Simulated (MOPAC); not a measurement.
Job for MOPAC: PM6 on BiH3O2 (SMILES [OH][BiH][OH]), a point of a torsion scan.

```
PM6 1SCF PRECISE CHARGE=0 THREADS=1
BiH3O2

O     -1.40558379 1    -0.55760436 1     0.67626366 1
Bi     0.10744597 1     0.88543622 1     0.48745399 1
O      0.62718998 1     0.63686299 1     2.46240054 1
H     -1.87392221 1    -0.68423423 1    -0.14684163 1
H      1.25642992 1    -0.36297226 1    -0.08410367 1
H      0.50079060 1    -0.28231771 1     2.69192799 1
```

Program output:

```
*******************************************************************************
 **                                                                           **
 **                              MOPAC v23.2.5                                **
 **                                                                           **
 *******************************************************************************
 ** MOPAC's Digital Object Identifier: https://doi.org/10.5281/zenodo.6511958 **
 **                                                                           **
 ** Please cite the open-source release paper for use of this MOPAC version:  **
 ** J. E. Moussa and J. J. P. Stewart (2026)                                  **
 ** MOPAC: An open-source semiempirical molecular orbital program             **
 ** J. Open Source Softw., 11(119), 8025, https://doi.org/10.21105/joss.08025 **
 *******************************************************************************

                              PM6 CALCULATION RESULTS

 *******************************************************************************
 *  PM6        - The PM6 Hamiltonian to be used
 *
 *
 *
 *                 CHARGE ON SYSTEM = 0
 *
 *
 *
 *  PRECISE    - TIGHTER CRITERIA TO BE USED
 *  1SCF       - DO 1 SCF AND THEN STOP
 *  THREADS=1  - MULTI-THREADING NOT USED
 *  T=         - A TIME OF 172800.0 SECONDS REQUESTED
 *  DUMP=N     - RESTART FILE WRITTEN EVERY 7200.0 SECONDS REQUESTED
 *******************************************************************************
PM6 1SCF PRECISE CHARGE=0 THREADS=1
 BiH3O2

   ATOM   CHEMICAL          X               Y               Z
  NUMBER   SYMBOL      (ANGSTROMS)     (ANGSTROMS)     (ANGSTROMS)

     1       O         -1.40558379  *  -0.55760436  *   0.67626366  *
     2      Bi          0.10744597  *   0.88543622  *   0.48745399  *
     3       O          0.62718998  *   0.63686299  *   2.46240054  *
     4       H         -1.87392221  *  -0.68423423  *  -0.14684163  *
     5       H          1.25642992  *  -0.36297226  *  -0.08410367  *
     6       H          0.50079060  *  -0.28231771  *   2.69192799  *



          CARTESIAN COORDINATES

    NO.       ATOM           X           Y           Z

     1         O         -1.4056     -0.5576      0.6763
     2        Bi          0.1074      0.8854      0.4875
     3         O          0.6272      0.6369      2.4624
     4         H         -1.8739     -0.6842     -0.1468
     5         H          1.2564     -0.3630     -0.0841
     6         H          0.5008     -0.2823      2.6919

 General Reference for PM6:
 "Optimization of Parameters for Semiempirical Methods V: Modification of NDDO Approximations
 and Application to 70 Elements", J. J. P. Stewart, J. Mol. Mod., 13, 1173-1213 (2007)
 URL: https://link.springer.com/article/10.1007/s00894-007-0233-4

           Empirical Formula: H3 O2 Bi  =     6 atoms



      MOLECULAR POINT GROUP   :   C1


      RHF CALCULATION, NO. OF DOUBLY OCCUPIED LEVELS = 10


 -------------------------------------------------------------------------------
 PM6 1SCF PRECISE CHARGE=0 THREADS=1
 BiH3O2



     1SCF WAS SPECIFIED, SO BFGS WAS NOT USED
     SCF FIELD WAS ACHIEVED


                              PM6 CALCULATION
                                                       MOPAC v23.2.5 Linux




          FINAL HEAT OF FORMATION =        -36.87108 KCAL/MOL =    -154.26859 KJ/MOL


          COSMO AREA              =        107.89 SQUARE ANGSTROMS
          COSMO VOLUME            =         98.38 CUBIC ANGSTROMS

          IONIZATION POTENTIAL    =          9.878272 EV
          HOMO LUMO ENERGIES (EV) =         -9.878 -0.689
          NO. OF FILLED LEVELS    =         10
          MOLECULAR WEIGHT        =        244.0029         POINT GROUP:  C1

          MOLECULAR DIMENSIONS (Angstroms)

            Atom       Atom       Distance
            H     4    O     3     3.84825
            H     6    H     5     2.50416
            H     5   Bi     2     1.49590


          SCF CALCULATIONS        =          1





   ATOM   CHEMICAL          X               Y               Z
  NUMBER   SYMBOL      (ANGSTROMS)     (ANGSTROMS)     (ANGSTROMS)

     1       O         -1.40558379  *  -0.55760436  *   0.67626366  *
     2      Bi          0.10744597  *   0.88543622  *   0.48745399  *
     3       O          0.62718998  *   0.63686299  *   2.46240054  *
     4       H         -1.87392221  *  -0.68423423  *  -0.14684163  *
     5       H          1.25642992  *  -0.36297226  *  -0.08410367  *
     6       H          0.50079060  *  -0.28231771  *   2.69192799  *

                             CARTESIAN COORDINATES

   1    O       -1.405583790    -0.557604360     0.676263660
   2   Bi        0.107445970     0.885436220     0.487453990
   3    O        0.627189980     0.636862990     2.462400540
   4    H       -1.873922210    -0.684234230    -0.146841630
   5    H        1.256429920    -0.362972260    -0.084103670
   6    H        0.500790600    -0.282317710     2.691927990


           Empirical Formula: H3 O2 Bi  =     6 atoms



      MOLECULAR POINT GROUP   :   C1


                  EIGENVALUES
 -27.68711 -27.49702 -21.12304 -16.04241 -15.75770 -13.37149 -11.81376 -11.23903
 -10.87499  -9.87827  -0.68881  -0.51966   2.04293   6.07489   6.40413


              NET ATOMIC CHARGES AND DIPOLE CONTRIBUTIONS

  ATOM NO.   TYPE          CHARGE      No. of ELECS.   s-Pop       p-Pop
    1          O          -0.822747        6.8227     1.73552     5.08723
    2         Bi           0.869471        4.1305     1.81826     2.31227
    3          O          -0.766162        6.7662     1.72495     5.04121
    4          H           0.322423        0.6776     0.67758
    5          H           0.061075        0.9389     0.93892
    6          H           0.335939        0.6641     0.66406
 DIPOLE           X         Y         Z       TOTAL
 POINT-CHG.     1.970     1.936    -5.607     6.250
 HYBRID         0.133    -1.301    -0.039     1.308
 SUM            2.103     0.635    -5.646     6.058


          ATOMIC ORBITAL ELECTRON POPULATIONS

     Atom    s        px        py        pz
    1  O   1.73552   1.72546   1.82325   1.53851
    2 Bi   1.81826   0.72629   1.04585   0.54013
    3  O   1.72495   1.89353   1.47953   1.66815
    4  H   0.67758
    5  H   0.93892
    6  H   0.66406

 **********************
 *                    *
 * JOB ENDED NORMALLY *
 *                    *
 **********************




 == MOPAC DONE ==
```

The run finished.

Cost: around 0.03 core-seconds (rough).
